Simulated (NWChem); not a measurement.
C3H8BeO; SMILES [Be]([CH](C)C)[OH]

```xyz
13

Be    -0.0008     1.1198    -0.1323
C     -0.0007    -0.5614    -0.4019
C     -1.2692    -1.2562     0.1409
C      1.2695    -1.2543     0.1396
H     -0.0010    -0.6984    -1.4973
H     -1.2668    -2.3341    -0.0832
H     -1.3479    -1.1609     1.2324
H     -2.1880    -0.8372    -0.2885
H      2.1874    -0.8329    -0.2895
H      1.2693    -2.3319    -0.0858
H      1.3483    -1.1602     1.2312
O     -0.0028     2.5279     0.0286
H      0.0268     3.0841     0.8098
```
Atoms are numbered in this order, from 1.

All runs: NWChem. Pople sets run with spherical d functions. Structure relaxed at the B3LYP/6-31G* (spherical d) level. Ions are spin-unrestricted doublets at the neutral geometry. Hybrids' shares of exact exchange are those that their runs print; pure functionals count as 0. The functionals differ in more than this share.

| row | share of exact exchange | ΔSCF ionisation energy minus −ε(HOMO) (eV) |
|---|---|---|
| PBE/6-31+G* | 0.00 | 3.29 |
| r2SCAN/6-31+G* | 0.00 | 3.10 |
| B3LYP/6-31+G* | 0.20 | 2.44 |
| PBE0/6-31+G* | 0.25 | 2.20 |
| Hartree-Fock/6-31+G* | 1.00 | withheld |

### Question
Fit a straight line of the last column on the one before it, predict the withheld value, and compare with the run.

### Answer

1. Means of the 4 shown rows: x = 0.113, y = 2.758. Slope Σ(x − x̄)(y − ȳ)/Σ(x − x̄)² = -0.2029/0.05188 = -3.911; intercept 3.197.
2. The shown rows scatter about the line by 0.069 (root mean square); the largest residual is -0.10, at r2SCAN/6-31+G*.
3. At x = 1.00 (Hartree-Fock/6-31+G*; beyond the shown range) the line gives -0.71.
4. The run gives -1.63, -0.92 from the line, 13.3 times the scatter. The line crosses zero at a share of 0.82.
